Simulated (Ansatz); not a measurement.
Input for Ansatz (a program for electronic structure): U-B3LYP/def2-TZVPP on CH4Cd (SMILES [CH3][CdH]), a point of a bond scan (R = 2.524 Å). Elements past Kr take the def2 small-core potentials; no spin–orbit coupling.

Ansatz 0.2 input:
```yaml
crystal:
  periodic: [false, false, false]
  atoms:
    - {symbol: Cd, position_ang: [-0.28068773, -0.15103297, -0.04141861]}
    - {symbol: H, position_ang: [-2.48457463, -1.33690448, -0.36662675]}
    - {symbol: C, position_ang: [1.58135131, 0.85089642, 0.23334606]}
    - {symbol: H, position_ang: [2.03123692, 0.55928180, 1.18282066]}
    - {symbol: H, position_ang: [1.43288682, 1.93112443, 0.23532541]}
    - {symbol: H, position_ang: [2.27072534, 0.59541191, -0.57190501]}
basis:
  gaussian:
    orbitals: def2-TZVPP
hamiltonian:
  xc: {name: B3LYP}
magnetization: {spin_polarized: true, initial_magnetization: 0}
```

The log:

```
WARN ansatz: RAYON_NUM_THREADS=1 ignored (pool sized by the plan → 1); use --threads N
Functional definition: B3LYP
integrals: 0.04 GiB planned
818 factors; their error is unknown
mean field: 0.57 GiB planned
mean field evaluation 1: about -5658.2690 eV, gradient 4.3e1 eV
mean field evaluation 2: about -5643.5144 eV, gradient 6.4e1 eV
mean field evaluation 4: about -5666.9433 eV, gradient 7.3e0 eV
mean field evaluation 8: about -5667.3798 eV, gradient 1.0e-1 eV
mean field evaluation 16: about -5667.4349 eV, gradient 2.1e-4 eV
mean field -5667.43488360 eV, -208.2743904469 hartree, gradient 7.0e-6 eV, S^2 0.000000; 1 other end points of the search recorded, 0 dependent functions left out
reference -5667.43512874 eV, -208.2743994556 hartree; 15, 15 occupied and 128, 128 virtual orbitals, 818 factors
Total energy: -5667.43512874 eV, -208.2743994556 hartree
```

Self-consistency was reached.

Cost: roughly 6 core-seconds.
